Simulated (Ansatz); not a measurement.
Cartesian coordinates (Å):
SMILES: C=CC(C)=O
```xyz
11

C      1.9424    -0.6205    -0.0333
C      0.6210    -0.5631     0.0953
C     -0.1798     0.5389    -0.5160
C     -1.6719     0.4738    -0.2943
O      0.3366     1.4324    -1.1525
H      2.5256    -1.4178     0.4081
H      2.4659     0.1450    -0.5931
H      0.0813    -1.3214     0.6520
H     -2.0688    -0.4640    -0.6928
H     -2.1607     1.3164    -0.7768
H     -1.8916     0.4803     0.7769
```
Charge 0, spin multiplicity 1.

Calculation: Ansatz (a first-principles code) with frozen-core CCSD(T)/def2-TZVPP // B3LYP-D3(BJ)/def2-TZVP. The restricted HF reference is unstable towards unrestricted orbitals.

The HF energy comes out as -229.89808 Ha. The MP2 correlation energy is -0.87838 Ha.

Problem. Estimate the CCSD correlation energy, the (T) correction, the total energy and the T1 diagnostic.

Solution. 
* **CCSD correlation energy**: -0.91118 Ha
* **(T) correction**: -0.04098 Ha
* **CCSD(T) total energy**: -230.85025 Ha
* **T1 diagnostic**: 0.014
